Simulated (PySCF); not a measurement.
GeF₄: adding exact exchange

Base calculation in PySCF with density fitting and no spin–orbit coupling, PBE/def2-TZVP (no relativity): singlet, Td, Ge–F 1.716 Å (×4); wavenumbers 188 (×2), 254 (×3), 681, 749 (×3) cm⁻¹; gap between the highest occupied and lowest empty levels 7.16 eV, polar-tensor charge of Ge 2.25 e, atomisation energy (no zero-point energy) 1959 kJ/mol.

Q: What changes on going to PBE0/def2-TZVP (no relativity)?

A: The point group stays the same. Changes: mean bond to Ge -0.024 Å, highest wavenumber +48 cm⁻¹, lowest wavenumber +12 cm⁻¹, gap between the highest occupied and lowest empty levels +3.80 eV, polar-tensor charge of Ge +0.14 e, atomisation energy (no zero-point energy) -92 kJ/mol. The new structure has Ge–F 1.692 Å (×4), with wavenumbers 200 (×2), 269 (×3), 731, 797 (×3) cm⁻¹. Exact exchange shortens and stiffens the bonds and opens the gap, the usual pattern.

Only the bonding shown was studied: isomers, or loss of a ligand pair, can lie lower.
